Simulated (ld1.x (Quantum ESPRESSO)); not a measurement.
## Transferability test, PAW potential for phosphorus

phosphorus, PAW, made with ld1.x (Quantum ESPRESSO) 7.5 (PBEsol, scalar-relativistic). Core [He], reference 2s2 2p6 3s2 3p3. Waves: 2s (bound): rcut 0.70, rcutus 0.90 bohr; 3s (bound): rcut 0.70, rcutus 0.90 bohr; 2p (bound): rcut 0.75, rcutus 0.80 bohr; 3p (bound): rcut 0.75, rcutus 0.80 bohr. Local part: all-electron potential smoothed inside 0.85 bohr (lloc = -2). Core correction: Bessel-smoothed model core inside 0.60 bohr. Augmentation charge: PSQ, inside the norm-conserving radii.

Energies are relative to the spin-unpolarised reference configuration 2s2 2p6 3s2 3p3; without spin polarisation the order of configurations can differ from experiment. The frozen-core shift is the all-electron ΔE with the core orbitals held at their reference shape minus the fully relaxed ΔE.

| valence configuration | charge | ΔE all-electron (eV) | error AE − PS (meV) | frozen-core shift (meV) |
| --- | --- | --- | --- | --- |
| 2s2 2p6 3s2 3p2 | +1 | 9.698 | 0.0 | 0.0 |
| 2s2 2p6 3s2 3p1 | +2 | 28.810 | -0.1 | 0.0 |
| 2s2 2p6 3s2 3p0 | +3 | 58.515 | -0.5 | 0.0 |
| 2s2 2p5 3s2 3p3 | +1 | 140.141 | -9.3 | +1.2 |
| 2s2 2p6 3s2 3p3.3 | -0.3 | -1.299 | 0.0 | 0.0 |
| 2s2 2p6 3s2 3p2.5 | +0.5 | 3.760 | 0.0 | 0.0 |
| 2s2 2p6 3s1 3p0 | +4 | 110.428 | -1.6 | +0.1 |

Levels in the configuration 2s2 2p6 3s2 3p2:

```csv
level,all-electron (eV),pseudo (eV)
2s,-184.190,-184.185
2p,-134.972,-134.968
3s,-23.228,-23.227
3p,-14.181,-14.180
```
